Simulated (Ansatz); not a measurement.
Geometry optimisation, RKS B3LYP/def2-SVP (Ansatz 0.2.0).

Input file:

```yaml
crystal:
  periodic: [false, false, false]
  atoms:
    - { symbol: Si, position_ang: [0.2086, 1.0435, 0.5279] }
    - { symbol: C, position_ang: [0.7795, -0.98, 1.0833] }
    - { symbol: O, position_ang: [-0.7066, 0.5892, -0.7512] }
    - { symbol: Si, position_ang: [-1.3077, -0.1422, -2.0592] }
    - { symbol: H, position_ang: [1.3013, 1.7265, -0.1326] }
    - { symbol: H, position_ang: [-0.83, 1.5531, 1.3976] }
    - { symbol: H, position_ang: [1.2224, 0.1159, 1.8227] }
    - { symbol: F, position_ang: [1.3606, 1.2667, 2.1524] }
    - { symbol: H, position_ang: [-0.2138, -1.4029, 1.1781] }
    - { symbol: H, position_ang: [1.2059, -1.2877, 0.136] }
    - { symbol: H, position_ang: [1.3882, -1.4613, 1.8593] }
    - { symbol: H, position_ang: [-0.2915, -0.0971, -3.1127] }
    - { symbol: H, position_ang: [-2.5117, 0.6045, -2.4118] }
    - { symbol: H, position_ang: [-1.6053, -1.5281, -1.6897] }
basis:
  gaussian: { orbitals: def2-SVP }
hamiltonian:
  xc: b3lyp
relax:
  f_tol: 0.15
  max_steps: 25
  restrain:
    - { distance: [0, 7], at: 2.98, k: 30.0 }
    - { distance: [6, 1], at: 2.37, k: 30.0 }
    - { distance: [0, 1], at: 1.87, k: 30.0 }
    - { distance: [6, 7], at: 0.88, k: 30.0 }
output:
  orbitals: {}
```

Run as:

```bash
$ ansatz run input.yaml --threads 4 --pin off --max-ram 5120MiB --backend cpu --events-out ev --progress --plain --runs-dir out
```

Task: Where does it end, and by what steps?

Result: The run converged. The restraints hold the end off the free minimum; the threshold counts their pulls, which the force column leaves out. Restrained pairs: Si1–F8 (2.00 → 2.98 Å), C2–H7 (1.39 → 2.38 Å), Si1–C2 (2.17 → 1.88 Å), H7–F8 (1.21 → 0.91 Å). After 17 steps the energy has fallen by 1.566 eV (the restraints' own energy left out); H7 moved furthest, 1.10 Å.

| step | energy less start (eV) | largest force component (eV/Å) | accepted |
| --- | --- | --- | --- |
| 0 | 0.0000 | 0.928 | yes |
| 1 | -0.0953 | 2.330 | yes |
| 2 | 0.0318 | 5.205 | yes |
| 3 | -0.1771 | 4.775 | yes |
| 4 | -0.8740 | 1.965 | yes |
| 5 | -1.3765 | 0.926 | yes |
| 6 | -1.4860 | 1.260 | yes |
| 7 | -1.5017 | 1.266 | yes |
| 8 | -1.4903 | 1.823 | no |
| 9 | -1.5198 | 0.913 | yes |
| 10 | -1.5335 | 0.374 | no |
| 11 | -1.5256 | 0.810 | yes |
| 12 | -1.5299 | 0.751 | yes |
| 13 | -1.5378 | 0.613 | yes |
| 14 | -1.5509 | 0.304 | yes |
| 15 | -1.5608 | 0.722 | yes |
| 16 | -1.5592 | 0.842 | no |
| 17 | -1.5665 | 0.808 | yes |

```xyz
14
Properties=species:S:1:pos:R:3
Si 0.207 0.756 0.316
C 0.766 -0.910 0.977
O -0.855 0.507 -0.941
Si -1.493 -0.153 -2.314
H 1.370 1.538 -0.185
H -0.533 1.527 1.350
H 1.224 0.435 2.879
F 1.727 1.196 2.846
H -0.038 -1.424 1.531
H 1.048 -1.566 0.136
H 1.659 -0.833 1.616
H -0.546 -0.004 -3.459
H -2.770 0.538 -2.644
H -1.767 -1.607 -2.109
```

Time of the run: 60 s on 4 threads of Arm Neoverse N1 (shared host), peak memory 0.3 GiB.
